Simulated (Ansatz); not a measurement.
**Molecular dynamics of C2H6MgS**

The input (input.yaml):

```yaml
crystal:
  periodic: [false, false, false]
  atoms:
    - { symbol: C, position_ang: [-1.257904, 0.603541, 0.476919] }
    - { symbol: C, position_ang: [-0.128472, -0.40619, 0.853988] }
    - { symbol: Mg, position_ang: [1.291543, -0.608993, -0.526259] }
    - { symbol: S, position_ang: [2.871146, -0.839538, -1.976991] }
    - { symbol: H, position_ang: [-1.782862, 0.303152, -0.445926] }
    - { symbol: H, position_ang: [-2.026781, 0.693397, 1.264624] }
    - { symbol: H, position_ang: [-0.857428, 1.617591, 0.307481] }
    - { symbol: H, position_ang: [0.304573, -0.073891, 1.813162] }
    - { symbol: H, position_ang: [-0.610725, -1.374607, 1.071275] }
    - { symbol: H, position_ang: [2.280011, 0.034438, -2.835271] }
basis:
  gaussian: { orbitals: STO-3G }
hamiltonian:
  xc: b3lyp
md:
  timestep: 0.5
  n_steps: 600
  ensemble: nvt_langevin
  temperature: 50.0
  initial_velocities: maxwell_boltzmann
  seed: 369013
  friction: 0.01
```

Launched with:

```bash
$ ansatz run input.yaml --threads 1 --pin off --max-ram 2048MiB --backend cpu --events-out ev --progress --plain --runs-dir out
```

It starts from a relaxed structure.

Output, in part (step lines, the closing report, with atoms numbered from 0):

```
md step     0: t =     0.00 fs  T =    45.0 K  F+E_penalty+E_count = -18239.14463741 eV  E_kin = 0.058167 eV  (22 SCF iters)
md step     1: t =     0.50 fs  T =    42.3 K  F+E_penalty+E_count = -18239.14197978 eV  E_kin = 0.054630 eV  (19 SCF iters)
md step     2: t =     1.00 fs  T =    35.2 K  F+E_penalty+E_count = -18239.13505656 eV  E_kin = 0.045453 eV  (19 SCF iters)
md step     3: t =     1.50 fs  T =    30.0 K  F+E_penalty+E_count = -18239.12628524 eV  E_kin = 0.038714 eV  (19 SCF iters)
md step     4: t =     2.00 fs  T =    26.0 K  F+E_penalty+E_count = -18239.11765806 eV  E_kin = 0.033610 eV  (19 SCF iters)
md step     5: t =     2.50 fs  T =    23.3 K  F+E_penalty+E_count = -18239.11098449 eV  E_kin = 0.030135 eV  (19 SCF iters)
md step     6: t =     3.00 fs  T =    22.2 K  F+E_penalty+E_count = -18239.10835001 eV  E_kin = 0.028728 eV  (19 SCF iters)
md step     7: t =     3.50 fs  T =    24.7 K  F+E_penalty+E_count = -18239.10996785 eV  E_kin = 0.031927 eV  (18 SCF iters)
[... lines left out ...]
md step   597: t =   298.50 fs  T =    60.2 K  F+E_penalty+E_count = -18239.10423436 eV  E_kin = 0.077774 eV  (20 SCF iters)
md step   598: t =   299.00 fs  T =    62.2 K  F+E_penalty+E_count = -18239.10524974 eV  E_kin = 0.080346 eV  (20 SCF iters)
md step   599: t =   299.50 fs  T =    61.1 K  F+E_penalty+E_count = -18239.10436023 eV  E_kin = 0.078940 eV  (20 SCF iters)
md step   600: t =   300.00 fs  T =    56.7 K  F+E_penalty+E_count = -18239.10289401 eV  E_kin = 0.073344 eV  (23 SCF iters)
Total energy: -18239.10309139 eV, -670.2746757007 hartree
Atom 0 at    -1.448216     0.531240     0.294061 Å, force    -0.471702    -0.292755     0.821194 eV/Å
Atom 1 at    -0.397592    -0.561544     0.696670 Å, force    -0.463915    -0.169272     0.214764 eV/Å
Atom 2 at     1.144444    -0.725723    -0.553439 Å, force     0.012022     0.071947     0.109787 eV/Å
Atom 3 at     2.793202    -0.845815    -1.937374 Å, force    -0.148281     0.013944    -0.167117 eV/Å
Atom 4 at    -1.812641     0.395774    -0.731668 Å, force    -0.159066    -0.057507    -0.200933 eV/Å
Atom 5 at    -2.333484     0.463962     0.983902 Å, force     0.470143     0.276647    -0.628423 eV/Å
Atom 6 at    -1.052854     1.556080     0.365141 Å, force     0.091596     0.042777     0.054387 eV/Å
Atom 7 at    -0.128820    -0.345056     1.755306 Å, force     0.117692    -0.171707    -0.381793 eV/Å
Atom 8 at    -0.978973    -1.515892     0.733954 Å, force     0.401037     0.317100     0.025311 eV/Å
Atom 9 at     1.954089    -0.656551    -3.000149 Å, force     0.150475    -0.031174     0.152823 eV/Å
Dipole moment:    -0.132735    -0.047573     0.065705 e Å
```

The steps, from the saved trajectory:

| time (fs) | T (K) | potential energy less start (eV) |
| --- | --- | --- |
| 0 | 45 | 0.000 |
| 10 | 36 | 0.013 |
| 20 | 43 | 0.016 |
| 30 | 42 | 0.015 |
| 40 | 33 | 0.025 |
| 50 | 39 | 0.016 |
| 60 | 36 | 0.026 |
| 70 | 42 | 0.027 |
| 80 | 44 | 0.032 |
| 90 | 32 | 0.049 |
| 100 | 26 | 0.067 |
| 110 | 40 | 0.057 |
| 120 | 41 | 0.061 |
| 130 | 55 | 0.062 |
| 140 | 48 | 0.063 |
| 150 | 47 | 0.072 |
| 160 | 38 | 0.073 |
| 170 | 57 | 0.052 |
| 180 | 45 | 0.047 |
| 190 | 50 | 0.040 |
| 200 | 48 | 0.043 |
| 210 | 43 | 0.038 |
| 220 | 44 | 0.034 |
| 230 | 44 | 0.036 |
| 240 | 40 | 0.044 |
| 250 | 34 | 0.057 |
| 260 | 44 | 0.045 |
| 270 | 36 | 0.058 |
| 280 | 44 | 0.053 |
| 290 | 54 | 0.039 |
| 300 | 57 | 0.042 |

All steps were run. The mean temperature of the second half is 11 % below the set value. A run of 0.3 ps of so small a system gives no equilibrium averages. Limits of this set-up: minimal basis.

The same pairs are bonded in the first frame and the last. Pairs count as bonded within 1.25 times the sum of covalent radii (0.12 Å more for H–H).

Last frame:

```xyz
10
Properties=species:S:1:pos:R:3
C -1.448 0.531 0.294
C -0.398 -0.561 0.697
Mg 1.144 -0.726 -0.553
S 2.793 -0.846 -1.937
H -1.813 0.396 -0.732
H -2.333 0.464 0.984
H -1.053 1.556 0.365
H -0.129 -0.345 1.755
H -0.979 -1.516 0.734
H 1.954 -0.657 -3.000
```

Run time: 15 min on 1 thread of Arm Neoverse V2, on a shared host, peak memory 0.091 GiB.
